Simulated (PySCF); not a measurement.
Orbital picture of SnN⁺

r²SCANh at R = 2.148 Å; PySCF, scalar-relativistic core potentials, basis sets Sn def2-SVP with ECP28, N def2-SVP. State: ³Σ⁻ (triplet), unpaired electrons π ↑↑. Only the outer orbitals are listed, counted within each symmetry, core potentials removing the inner ones.

| spin | orbital | occ. | ε (eV) | on Sn (%) | main shells (%) |
| --- | --- | --- | --- | --- | --- |
| α | 5σ | 1 | -27.24 | 9 | 88 N s |
| α | 6σ | 1 | -18.50 | 84 | 84 Sn s, 9 N p |
| α | 3π | 1 | -14.87 | 9 | 90 N p |
| α | 3π | 1 | -14.87 | 9 | 90 N p |
| α | 7σ | 1 | -13.54 | 35 | 62 N p, 25 Sn p, 9 Sn s |
| α | 4π | 0 | -9.62 | 92 | 92 Sn p |
| α | 4π | 0 | -9.62 | 92 | 92 Sn p |
| α | 8σ | 0 | -6.27 | 87 | 78 Sn p, 17 N p |
| β | 5σ | 1 | -23.50 | 23 | 73 N s, 16 Sn s |
| β | 6σ | 1 | -17.85 | 79 | 76 Sn s, 17 N s |
| β | 7σ | 1 | -12.58 | 38 | 57 N p, 32 Sn p |
| β | 3π | 0 | -10.50 | 75 | 74 Sn p, 25 N p |
| β | 3π | 0 | -10.50 | 75 | 74 Sn p, 25 N p |
| β | 4π | 0 | -7.59 | 30 | 70 N p, 26 Sn p |

Q: Which are the highest filled and the lowest empty level, where do they sit, and how wide is the gap?

A: Highest filled β 7σ at -12.58 eV (in %: 57 N p, 32 Sn p); lowest empty β 3π at -10.50 eV (in %: 74 Sn p, 25 N p); the gap at r²SCANh is 2.08 eV.

```json
{"bond order (Mayer)": "1.20", "⟨S²⟩": "2.016", "charge on Sn (Mulliken, basis-dependent)": "1.14", "charge on Sn (Löwdin, basis-dependent)": "1.08", "dipole moment (positive dipole points towards N; it is taken about the centre of mass and depends on that origin)": "-1.91 D"}
```

Spin–orbit coupling is left out. The state was picked by a PBE0 search and need not be the measured ground state.
